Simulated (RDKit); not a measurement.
Input for RDKit: UFF on CH2O2 (SMILES O=CO), a point of a torsion scan.

```python
from rdkit import Chem
from rdkit.Chem import AllChem, rdDetermineBonds

blocks = [
'''5

O    -1.06445235    0.64210411   -0.77208630
C    -0.43650946   -0.00039919    0.00342287
O     0.80664124   -0.48175252   -0.21441016
H    -0.86647474   -0.40551546    0.94051355
H     1.50509601    0.16986098   -0.10036987
''',
]
mol = None
for b in blocks:
    f = Chem.MolFromXYZBlock(b)
    rdDetermineBonds.DetermineBonds(f, charge=0)
    mol = f if mol is None else Chem.CombineMols(mol, f)
Chem.SanitizeMol(mol)
print(Chem.MolToSmiles(Chem.RemoveHs(mol)))
ff = AllChem.UFFGetMoleculeForceField(mol, vdwThresh=100.0, ignoreInterfragInteractions=False)
e = ff.CalcEnergy()
print(f'UFF energy {e:.6f} kcal/mol')
```

Program output:

```
O=CO
UFF energy 19.810220 kcal/mol
```

The run finished.

Cost: very roughly 0.020 core-seconds.
